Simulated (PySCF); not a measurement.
# Radial density of Sm⁵⁰⁺ (samarium, charge +50)

UHF, [Ne] 3s2, closed-shell 1S. Computed with PySCF 2.14 in an even-tempered Gaussian basis (17 s from 12 bohr⁻², ratio 2.5; 12 p from 15 bohr⁻², ratio 2.5; 4 d from 56 bohr⁻², ratio 2.7; 4 f from 84 bohr⁻², ratio 2.7), with the spin-free X2C one-electron Hamiltonian (Gaussian nucleus).

```csv
r (bohr),4πr²ρ (e/bohr)
0.0261,68.12
0.0439,73.77
0.0739,93.40
0.124,39.40
0.209,13.94
0.352,2.721
0.592,0.02211
```

Densities and radii are taken from the X2C orbitals without a picture-change correction, which distorts them close to the nucleus.

Spin-orbit coupling, which splits the p, d and f shells strongly at this Z, is absent.
